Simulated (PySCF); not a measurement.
Vibration and rotation of CuF⁺

PBE0 constants of CuF⁺, ²Σ⁺ (doublet), unpaired electrons σ ↑ (basis Cu cc-pVDZ-PP with ECP10, F cc-pVDZ; scalar-relativistic core potentials; PySCF 2.14; masses 62.9296 and 18.9984 u):

```
ωe                   : 719.0 cm⁻¹
ωexe                 : 5.64 cm⁻¹
Be                   : 0.40479 cm⁻¹
αe                   : 0.00351 cm⁻¹
D (centrifugal)      : 5.13e-07 cm⁻¹
De to Cu⁺ (3d10) + F : 1.76 eV
```

**Question.** Give the vibrational terms G(v) and spacings up to v = 6.

**Answer.** G(v) = ωe(v+½) − ωexe(v+½)².

```csv
v,G(v) (cm⁻¹),G(v) − G(v−1),Bv (cm⁻¹)
0,358,,0.4030
1,1066,708,0.3995
2,1762,696,0.3960
3,2447,685,0.3925
4,3121,674,0.3890
5,3784,663,0.3855
6,4435,651,0.3820
```

**Question.** How well does the Morse estimate ωe²/(4ωexe) reproduce De, and what is D0?

**Answer.** It gives 2.84 eV, 161 % of the computed De. D0 = De − G(0) = 1.76 − 0.04 = 1.72 eV.

For an ion De counts to the pair picked by the measured ionisation energies or electron affinities, which need not be the lowest pair at this level. The state is the lowest single determinant that the PBE0 search found; with open d or f shells the true ground state can be another one.
